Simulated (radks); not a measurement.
Results of a calculation; reference values are marked as such.
Task: Species: Pb51+. Configuration: [Ar] 3d10 4s2 4p1 (the NIST ground configuration). Level of theory: Dirac Kohn-Sham, LB94 model potential, spin-unpolarised, spherical densities, finite nucleus; open shells fill j = l - 1/2 first; Fermi nuclear charge, rms radius 5.5012 fm (a radial shooting solver on a logarithmic mesh with Libxc functionals).

Spin-orbit splittings of the eigenvalues, e(l+1/2) - e(l-1/2), with zeta = 2 splitting/(2l+1) and mean radii in bohr:

shell  occ.  splitting (eV)  zeta (eV)  <r> j=l-1/2  <r> j=l+1/2
2p        6               ?          ?      0.05464      0.06352
3p        6           512.4      341.6       0.1612       0.1764
3d       10           111.1      44.45       0.1526       0.1572
4p        1           176.9      117.9       0.3331       0.3546

Estimate the 2p splitting.

Result: 2215 eV (zeta = 1477 eV).
